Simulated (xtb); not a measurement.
H3Si (SMILES [SiH3-]), charge -1, singlet, from a rough starting geometry; xtb with GFN2-xTB.

xtb was given this input:
```
$ xtb mol.xyz --gfn 2 --chrg -1 --opt vtight --json

# file mol.xyz
4

Si     0.18744315     0.21786099     0.19164803
H     -0.66302936    -0.62583584     1.07818994
H     -0.63814659     1.02346973    -0.66086123
H      1.08883545    -0.65845237    -0.57853973
```

It wrote (shortened):

```
   ID    Z sym.   atoms
    1   14 Si     1
    2    1 H      2-4

           -------------------------------------------------
          |                Calculation Setup                |
           -------------------------------------------------

           -------------------------------------------------
          |                 G F N 2 - x T B                 |
           -------------------------------------------------

          ...................................................
          :                      SETUP                      :
          :.................................................:
          :  # basis functions                  13          :
          :  # atomic orbitals                  12          :
          :  # shells                            6          :
          :  # electrons                         8          :
          :  max. iterations                   250          :
          :  Hamiltonian                  GFN2-xTB          :
          :  restarted?                      false          :
          :  GBSA solvation                  false          :
          :  PC potential                    false          :
          :  electronic temp.          300.0000000     K    :
          :  accuracy                    1.0000000          :
          :  -> integral cutoff          0.2500000E+02      :
          :  -> integral neglect         0.1000000E-07      :
          :  -> SCF convergence          0.1000000E-05 Eh   :
          :  -> wf. convergence          0.1000000E-03 e    :
          :  Broyden damping             0.4000000          :
          :  net charge                         -1          :
          :  unpaired electrons                  0          :
          ...................................................

 iter      E             dE          RMSdq      gap      omega  full diag
   1     -3.3432997 -0.334330E+01  0.101E+01    3.88       0.0  T
   2     -3.3710655 -0.277658E-01  0.525E+00    3.93       1.0  T
   3     -3.3726355 -0.157001E-02  0.128E+00    4.13       1.0  T
   4     -3.3735206 -0.885119E-03  0.379E-01    4.32       1.0  T
   5     -3.3736595 -0.138924E-03  0.358E-01    4.34       1.0  T
   6     -3.3744984 -0.838895E-03  0.286E-01    4.58       1.0  T
   7     -3.3742207  0.277704E-03  0.307E-01    4.49       1.0  T
   8     -3.3785545 -0.433379E-02  0.728E-01    5.29       1.0  T
   9     -3.3778133  0.741207E-03  0.668E-01    5.21       1.0  T
  10     -3.3754003  0.241294E-02  0.365E-01    4.81       1.0  T
  11     -3.3739205  0.147983E-02  0.389E-01    4.40       1.0  T
  12     -3.3717234  0.219714E-02  0.116E+00    4.06       1.0  T
  13     -3.3715011  0.222312E-03  0.126E+00    4.04       1.0  T
  14     -3.3719324 -0.431344E-03  0.107E+00    4.08       1.0  T
  15     -3.3725424 -0.609971E-03  0.819E-01    4.14       1.0  T
  16     -3.3735160 -0.973649E-03  0.473E-01    4.30       1.0  T
  17     -3.3743618 -0.845751E-03  0.306E-01    4.52       1.0  T
  18     -3.3748750 -0.513257E-03  0.301E-01    4.67       1.0  T
  19     -3.3742079  0.667078E-03  0.323E-01    4.48       1.0  T
  20     -3.3739740  0.233978E-03  0.361E-01    4.41       1.0  T
  21     -3.3743680 -0.393991E-03  0.307E-01    4.52       1.0  T
  22     -3.3759143 -0.154637E-02  0.416E-01    4.92       1.0  T
  23     -3.3816427 -0.572841E-02  0.104E+00    5.55       1.0  T
  24     -3.3975742 -0.159315E-01  0.199E+00    6.30       1.0  T
  25     -3.4203995 -0.228253E-01  0.283E+00    6.93       1.0  T
  26     -3.4206573 -0.257797E-03  0.283E+00    6.94       1.0  T
  27     -3.5905341 -0.169877E+00  0.544E+00    8.31       1.0  T
  28     -3.7633244 -0.172790E+00  0.633E+00    7.83       1.0  T
  29     -3.6774915  0.858330E-01  0.598E+00    8.07       1.0  T
  30     -3.5925699  0.849215E-01  0.535E+00    8.32       1.0  T
  31     -3.9764655 -0.383896E+00  0.615E+00    7.31       1.0  T
  32     -4.0492048 -0.727393E-01  0.642E+00    7.18       1.0  T
[...]
 215     -3.2704193  0.831121E-01  0.472E+01   16.08       1.0  T
 216     -2.3302831  0.940136E+00  0.912E+01   33.51       1.0  T
 217     -3.4858629 -0.115558E+01  0.131E+02   55.39       1.0  T
 218     -3.7185258 -0.232663E+00  0.283E+01   11.86       1.0  T
 219     -2.5759703  0.114256E+01  0.768E+01   26.15       1.0  T
 220     -3.4711355 -0.895165E+00  0.126E+02   53.77       1.0  T
 221     -3.7194098 -0.248274E+00  0.299E+01   12.24       1.0  T
 222     -2.6223269  0.109708E+01  0.746E+01   25.15       1.0  T
 223     -3.4594349 -0.837108E+00  0.115E+02   48.39       1.0  T
 224     -3.7417454 -0.282310E+00  0.305E+01   12.29       1.0  T
 225     -2.8857616  0.855984E+00  0.642E+01   21.15       1.0  T
 226     -3.4749555 -0.589194E+00  0.684E+01   26.52       1.0  T
 227     -3.8131599 -0.338204E+00  0.333E+01   12.68       1.0  T
 228     -3.8306130 -0.174531E-01  0.736E+00    7.70       1.0  T
 229     -3.5929658  0.237647E+00  0.632E+00    8.28       1.0  T
 230     -4.0864026 -0.493437E+00  0.780E+00    7.61       1.0  T
 231     -3.3764055  0.709997E+00  0.292E+00    5.35       1.0  T
 232     -3.2652031  0.111202E+00  0.494E+01   16.37       1.0  T
 233     -2.7244964  0.540707E+00  0.709E+01   24.04       1.0  T
 234     -3.4443395 -0.719843E+00  0.709E+01   27.76       1.0  T
 235     -3.8666626 -0.422323E+00  0.263E+01   10.80       1.0  T
 236     -3.4556035  0.411059E+00  0.574E+00    7.85       1.0  T
 237     -3.8835769 -0.427973E+00  0.649E+00    7.62       1.0  T
 238     -3.4460773  0.437500E+00  0.473E+00    7.68       1.0  T
 239     -3.3887487  0.573286E-01  0.353E+00    6.23       1.0  T
 240     -3.3478416  0.409071E-01  0.190E+01    6.13       1.0  T
 241     -3.3507430 -0.290139E-02  0.182E+01    5.94       1.0  T
 242     -3.3487047  0.203830E-02  0.357E+01   11.22       1.0  T
 243     -2.1878017  0.116090E+01  0.107E+02   40.06       1.0  T
 244     -3.4700036 -0.128220E+01  0.649E+01   25.70       1.0  T
 245     -3.8145191 -0.344516E+00  0.294E+01   11.97       1.0  T
 246     -3.9993589 -0.184840E+00  0.605E+00    7.34       1.0  T
 247     -4.0402208 -0.408620E-01  0.134E+01    8.31       1.0  T
 248     -4.0806848 -0.404640E-01  0.636E+00    7.49       1.0  T
 249     -3.8167048  0.263980E+00  0.707E+00    7.94       1.0  T
 250     -3.3537897  0.462915E+00  0.152E+01    5.35       1.0  T

   *** convergence criteria cannot be satisfied within 250 iterations ***

         #    Occupation            Energy/Eh            Energy/eV
      -------------------------------------------------------------
         1        2.0000           -0.4902232             -13.3397
         2        2.0000           -0.2727539              -7.4220
         3        2.0000           -0.2668435              -7.2612
         4        2.0000           -0.1899117              -5.1678 (HOMO)
         5                          0.0065830               0.1791 (LUMO)
         6                          0.0154950               0.4216
         7                          0.0594494               1.6177
         8                          0.1367921               3.7223
         9                          0.1407144               3.8290
       ...                                ...                  ...
        12                          0.9030503              24.5733
      -------------------------------------------------------------
ERROR STOP

Error termination. Backtrace:
                  HL-Gap            0.1964947 Eh            5.3469 eV
             Fermi-level           -0.0916644 Eh           -2.4943 eV

########################################################################
[ERROR] Program stopped due to fatal error
-3- Single point calculation terminated
-2- xtb_calculator_singlepoint: Electronic structure method terminated
-1- scf: Self consistent charge iterator did not converge
########################################################################

abnormal termination of xtb
```

Convergence was not reached.
